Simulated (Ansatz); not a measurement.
Cost and result up the ladder for `c1csc(-c2ccc(-c3ccc(-c4ccc(-c5cccs5)s4)s3)s2)c1` (37 atoms). Charge 0, multiplicity 1. Geometry: PBE-D4/def2-SVP.

```tsv
atom	x (Å)	y (Å)	z (Å)
C1	-2.071	-6.851	-4.940
C2	-1.118	-7.790	-4.591
S3	-0.018	-7.174	-3.404
C4	-0.834	-5.623	-3.359
C5	-0.364	-4.572	-2.487
C6	0.712	-4.575	-1.598
C7	0.873	-3.356	-0.900
C8	-0.077	-2.389	-1.238
C9	-0.229	-1.048	-0.738
C10	-1.172	-0.075	-1.079
C11	-1.014	1.138	-0.372
C12	0.054	1.125	0.528
C13	0.517	2.163	1.413
C14	1.597	2.152	2.299
C15	1.760	3.363	3.009
C16	0.805	4.329	2.689
C17	0.666	5.664	3.226
C18	1.245	6.196	4.378
C19	0.898	7.557	4.602
C20	0.054	8.063	3.630
S21	-0.310	6.878	2.422
S22	-0.312	3.706	1.492
S23	0.865	-0.429	0.485
S24	-1.182	-3.022	-2.445
C25	-1.912	-5.621	-4.244
H26	-2.862	-7.042	-5.678
H27	-0.999	-8.814	-4.964
H28	1.364	-5.449	-1.465
H29	1.666	-3.173	-0.161
H30	-1.957	-0.251	-1.828
H31	-1.661	2.016	-0.508
H32	2.257	1.281	2.414
H33	2.569	3.548	3.729
H34	1.883	5.605	5.049
H35	1.250	8.148	5.458
H36	-0.376	9.069	3.552
H37	-2.566	-4.748	-4.378
```

Ansatz on 2 threads of AMD EPYC 7R13 on a shared host and a share (18 GiB) of an NVIDIA H100 80GB HBM3. Times are rough, and most runs start from the orbitals of an earlier one. CAM-B3LYP-D4/def2-TZVP serves as the yardstick here, not as an exact answer. Differences are given only for rows in sets of like size (and for xTB, whose basis is part of the method), since another set adds its own error. Binding counts from free atoms at the same level (C triplet, S triplet, H doublet; other spins of the atoms weren't run), without zero-point energy or a counterpoise term.

B3LYP takes the VWN-RPA correlation. Correlated methods freeze 45 core orbitals. The rows differ in basis, and correlated rows in double-zeta sets carry the largest basis error. Single mean-field runs in def2-SVP, def2-TZVP are fitted with def2-universal-jkfit.

Correlated methods converge slowly with the basis, most of all in double-zeta sets.

```tsv
level	functions	wall time	binding energy per atom (eV)	difference from CAM-B3LYP-D4/def2-TZVP (eV)	remarks
PBE0-D4/def2-SVP	430	13 s	5.28	–	–
PBE-D4/def2-SVP	430	13 s	5.43	–	–
PBE0-D4/def2-TZVP	877	16 s	5.22	0.14	–
PBE-D4/def2-TZVP (with forces)	877	23 s	5.36	0.28	–
MP2/def2-SVP	430	23 s	5.04	–	restricted SCF unstable
B3LYP-D4/def2-TZVP	877	25 s	5.09	0.01	–
CAM-B3LYP-D4/def2-TZVP	877	30 s	5.08	0.00	–
r2SCAN-D4/def2-TZVP (with forces)	877	31 s	5.17	0.08	–
```
